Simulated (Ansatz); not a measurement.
Reaction (SMILES): O=C=S + 4 [H][H] (H2) -> C (CH4) + O (H2O) + S (H2S)
Structures are relaxed separately at B3LYP-D3(BJ)/def2-TZVP in Ansatz (a first-principles code).

Property: energy of full hydrogenation (electronic energy difference), in eV. Correlated levels leave the core frozen unless marked. Spin-orbit coupling is left out. Non-relativistic. CBS marks a two-point X^-3 extrapolation of the correlation energy; Hartree-Fock from the larger set.

```json
[
 {"level": "HF/cc-pV(T+d)Z", "program": "Ansatz", "energy of full hydrogenation (eV)": "-3.04"}
]
```

### Question
Estimate the value at CCSD(T)/CBS(cc-pV(T+d)Z,cc-pV(Q+d)Z) as computed with Ansatz.

### Answer
-2.78 eV
